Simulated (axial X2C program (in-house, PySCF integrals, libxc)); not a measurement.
**SeN⁻: properties at the nuclei**

Computed with an axial X2C code built on PySCF integrals: two-component X2C with atomic mean-field Coulomb and Gaunt terms, Gaussian nuclei, basis Se dyall-acv3z, N dyall-av3z with contracted cores.

R = 1.745 Å (near the PBE0 minimum at charge -1 of the determinant lowest at the starting distance; the state shown can have its own minimum elsewhere).

Determinant lowest in the PBE0 search, Ω = 1 (⟨Sz⟩ = 1.00, ⟨Lz⟩ = 0.00 at PBE0), spin on the atoms Se 0.29, N 0.71:

```tsv
level	Eeff magnitude (GV/cm)	Ws magnitude Se (kHz)	A∥/gI Se (MHz)	qzz Se (a.u.)	A∥/gI N (MHz)	qzz N (a.u.)
PBE0	0.246	0.0542	-206	2.88	-48.8	0.09
HF	0.508	0.164	-171	4.38	36.8	-0.17
BHandHLYP	0.315	0.0827	-165	3.46	-19.9	0.00
r2SCAN	0.179	0.0164	-160	2.80	-15.1	0.15
BP86	0.233	0.0528	-214	2.49	-67.3	0.17
```

Determinant 0.83 eV from it at PBE0 and this distance, Ω = 0 (closed shell), highest spinor 40% N p, 35% Se p, 14% Se d:

```tsv
level	qzz Se (a.u.)	qzz N (a.u.)
PBE0	2.19	0.17
HF	3.63	-0.18
BHandHLYP	2.71	0.06
r2SCAN	1.97	0.24
BP86	1.92	0.23
```

Eeff is the effective electric field on the electron electric dipole moment in this Ω state and Ws the scalar–pseudoscalar constant of the nucleus named (defined with the proton number Z and per Ω); A∥ (defined per Ω) follows by multiplying with gI = μI/(I μN); qzz is the electric field gradient, eQq0 = 234.96 MHz × Q/barn × qzz. The operators were transformed with the bare-nucleus X2C matrices; with these basis sets, hyperfine constants and field gradients can be off by tens of per cent, and where levels differ in sign neither size nor sign is settled.

(1) With gI(77Se) = 1.0701 (g factors from the IAEA table of nuclear moments by Stone), turn the PBE0 values of the first state into constants in MHz.

Each state is one determinant with collinear spin, which with several unpaired electrons need not be a pure state. Unrestricted Hartree–Fock can overshoot spin polarisation at the nuclei. For an anion, determinants above electron detachment, or with a positive highest level, are held by the basis set. A closed determinant beside an open π² or δ² triplet, such as (π1/2)², mixes with its partner pair into the 0⁺ component of the triplet and ¹Σ⁺, so its energy is not that of a level, and 0⁺ can lie lowest. With several open shells hyperfine constants can be off by a factor of several. Where Eeff spreads by more than a factor of two the levels disagree and none is to be relied on. Open-shell Ω = 0 determinants with evenly filled partner blocks cannot be reached by this program, so the Ω shown need not be the lowest component. The search compared states at one distance, so a state with another bond length can lie lower. Further determinants of the search, some of them spin-mixed, are not shown. Where a field gradient or hyperfine factor spreads by more than a factor of two over the levels, a constant derived from it is not to be relied on. PBE0 term energies can be off by some tenths of an eV.

Results:

(1) A∥(77Se) = -206 × 1.0701 = -220 MHz.
